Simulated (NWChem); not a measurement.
System meant: CH₃AlClFS; SMILES C[S][Al]([F])[Cl]

The following NWChem deck was run.

```
start job
memory heap 200 mb stack 900 mb global 1100 mb
geometry units angstroms noautoz
  Al    -0.276948     0.397598    -0.000173
  Cl     0.490334     2.333170     0.001375
  F     -1.923901     0.177542    -0.000701
  S      0.990923    -1.339715    -0.000721
  C     -0.266062    -2.677347    -0.003148
  H     -1.289974    -2.282510     0.000159
  H     -0.113056    -3.297256     0.889944
  H     -0.116570    -3.291235    -0.900962
end
basis spherical
  Al library def2-svp
  Cl library def2-svp
  F library def2-svp
  S library def2-svp
  C library def2-svp
  H library def2-svp
end
dft
  xc b3lyp
  iterations 4
  mulliken
end
task dft energy
```

End of the output:

```
    Atom       Charge   Shell Charges
 -----------   ------   -------------------------------------------------------
    1 Al  13    12.79   2.00  1.93  0.57  0.22  5.81  0.95  0.73  0.58
    2 Cl  17    17.02   2.00  1.96  1.04  0.77  5.82  2.26  3.16  0.01
    3 F    9     9.23   1.98  1.01  0.77  3.22  2.25  0.00
    4 S   16    15.91   2.00  1.95  0.98  0.65  5.81  1.92  2.55  0.06
    5 C    6     6.15   1.96  0.60  0.33  1.86  1.32  0.07
    6 H    1     0.97   0.64  0.26  0.07
    7 H    1     0.97   0.64  0.26  0.07
    8 H    1     0.97   0.64  0.26  0.07

 center of mass
 --------------
 x =  -0.00376251 y =   0.17231614 z =   0.00003693

 moments of inertia (a.u.)
 ------------------
        1308.016880243546           0.000000000000           0.000000000000
           0.000000000000         415.531175746441          -0.000000000000
           0.000000000000          -0.000000000000        1712.004538920802

     Multipole analysis of the density
     ---------------------------------

     L   x y z        total         alpha         beta         nuclear
     -   - - -        -----         -----         ----         -------
     0   0 0 0     -0.000000    -32.000000    -32.000000     64.000000

     1   1 0 0     -0.061326     -0.030663     -0.030663      0.000000
     1   0 1 0     -0.679584     -0.339792     -0.339792     -0.000000
     1   0 0 1     -0.000438     -0.000219     -0.000219     -0.000000

     2   2 0 0    -40.952305   -120.854938   -120.854938    200.757571
     2   1 1 0      1.194873     -2.032626     -2.032626      5.260125
     2   1 0 1      0.001055     -0.000705     -0.000705      0.002466
     2   0 2 0    -35.173733   -363.134827   -363.134827    691.095921
     2   0 1 1      0.001416     -0.005372     -0.005372      0.012161
     2   0 0 2    -34.548734    -20.137830    -20.137830      5.726926

 ------------------------------------------------------------------------
 dft energy failed                                                                                  0
 ------------------------------------------------------------------------
 ------------------------------------------------------------------------
  current input line :
    26: task dft energy
 ------------------------------------------------------------------------
 ------------------------------------------------------------------------
 This type of error is most commonly associated with calculations not reaching convergence criteria
 ------------------------------------------------------------------------
 For more information see the NWChem manual at https://nwchemgit.github.io

0:dft energy failed:Received an Error in Communication
```

Q: Find the fault in this run and fix the input.

A: Convergence was not reached. Cause: the SCF was allowed too few iterations. This input runs:
```
start job
memory heap 200 mb stack 900 mb global 1100 mb
geometry units angstroms noautoz
  Al    -0.276948     0.397598    -0.000173
  Cl     0.490334     2.333170     0.001375
  F     -1.923901     0.177542    -0.000701
  S      0.990923    -1.339715    -0.000721
  C     -0.266062    -2.677347    -0.003148
  H     -1.289974    -2.282510     0.000159
  H     -0.113056    -3.297256     0.889944
  H     -0.116570    -3.291235    -0.900962
end
basis spherical
  Al library def2-svp
  Cl library def2-svp
  F library def2-svp
  S library def2-svp
  C library def2-svp
  H library def2-svp
end
dft
  xc b3lyp
  iterations 150
  mulliken
end
task dft energy
```
It converges to -1240.35730 Ha (B3LYP/def2-SVP).
